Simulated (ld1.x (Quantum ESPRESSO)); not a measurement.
# What one change does to a pseudopotential (Zn, RRKJ)

ld1.x (Quantum ESPRESSO) 7.5 input, shortened:

```
&input
   title='Zn', zed=30., rel=1, dft='PW91', iswitch=3,
   config='[Ar] 3d9 4s0 4p0'
 /
 &inputp
   pseudotype=2, tm=.false., lloc=0,
   nlcc=.true., new_core_ps=.true., rcore=0.40
 /
3
3P  2  1   6.00   0.00  0.90  0.90  0.0
3D  3  2   9.00   0.00  1.25  1.25  0.0
3S  1  0   2.00   0.00  0.75  0.75  0.0
 &test
   configts(1)='3s2 3p6 3d9 4s0 4p0'
 /
```

Change: all radii but the core radius scaled by about 1.23 (s 0.92, p 1.10, d 1.54 bohr).

Cutoffs: the cutoffs (Ry, on a coarse ladder) from which the occupation-weighted sum of valence levels, in a spherical-Bessel basis at the reference potential, stays within 10 and 1 mRy of its value at 400 Ry; they do not see the model core or the augmentation charge, which bear on the density cutoff. Errors are all-electron minus pseudo energies relative to the spin-unpolarised reference configuration.

Q: How do hardness, ghosts and transferability respond?

A: Of the 7 tests that both files solve, the error grows in 7 and shrinks in 0 by more than 15 % and 0.3 meV (median size 167.6 → 642.1 meV); neither file shows a bound ghost. More of the atom is replaced by a form fitted at one configuration, so other configurations suffer.

| quantity | base | changed |
| --- | --- | --- |
| cutoff, loose | 260 Ry | 180 Ry |
| cutoff, tight | over 300 Ry | 230 Ry |
| loose cutoff by channel (10 mRy a level) | p 80 Ry, d 110 Ry, s 230 Ry | p 80 Ry, d 70 Ry, s 140 Ry |
| bound ghosts | none | none |
| error for 3s2 3p6 3d10 4s2 4p0, meV [ΔE -69.13 eV] | +194 | +735 |
| error for 3s2 3p6 3d10 4s1 4p0, meV [ΔE -59.16 eV] | +130 | +508 |
| error for 3s2 3p6 3d10 4s0 4p0, meV [ΔE -40.65 eV] | +16 | +92 |
| error for 3s2 3p6 3d10 4s1 4p1, meV [ΔE -64.01 eV] | +119 | +466 |
| error for 3s2 3p6 3d10 4s1.5 4p0, meV [ΔE -65.15 eV] | +168 | +642 |
| error for 3s1 3p6 3d10 4s2 4p0, meV [ΔE 68.94 eV] | +188 | +792 |
| error for 3s2 3p6 3d9 4s2 4p0, meV [ΔE -51.13 eV] | +354 | +1242 |
